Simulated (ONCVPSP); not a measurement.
## How hard is this niobium ONCV potential?

| Quantity | Value |
| --- | --- |
| Element | niobium (Nb) |
| Generator | ONCVPSP 4.0.1 |
| Type | optimised norm-conserving Vanderbilt (ONCV) |
| Functional | BLYP |
| Relativity | scalar-relativistic |
| Frozen core | [Ar] 3d10 |
| Valence charge | 13 |
| Reference configuration | 4s2 4p6 4d4 5s1 |
| Partial waves | 4s+5s: rc 2.20 bohr, ncon 3, nbas 8, qcut 5.2 1/bohr, 2 projectors; 4p: rc 1.80 bohr, ncon 4, nbas 8, qcut 8.9 1/bohr, 2 projectors, debl 1.6 Ha; 4d: rc 2.65 bohr, ncon 4, nbas 8, qcut 6.4 1/bohr, 2 projectors, debl 0.8 Ha |
| Local potential | polynomial inside 1.75 bohr (lpopt 5, dvloc0 6 Ha) |
| Core correction | none |

For each optimised wave give the share of its norm inside rc, the residual kinetic energy above qcut (Ha) and the cutoffs (Ha) for errors of 10, 1, 0.1 and 0.01 mHa per electron.

```
         wave  norm inside rc  residual KE  10 mHa  1 mHa  0.1 mHa  0.01 mHa
           4s           0.984      7.9e-07     4.2    5.5      7.1      10.8
           5s           0.103      3.5e-06     3.2    4.8      9.7      12.3
           4p           0.857      1.7e-08     8.4   19.7     25.8      30.1
p projector 2           0.102      2.3e-08     7.5   18.4     25.6      30.6
           4d           0.726      3.0e-08     9.7   12.6     15.1      16.9
d projector 2           0.112      1.0e-07     9.2   12.6     15.3      17.4
```

The occupied waves need 20 Ha and 26 Ha for 1 and 0.1 mHa. 1 of 4 tests not solved or not reliable.
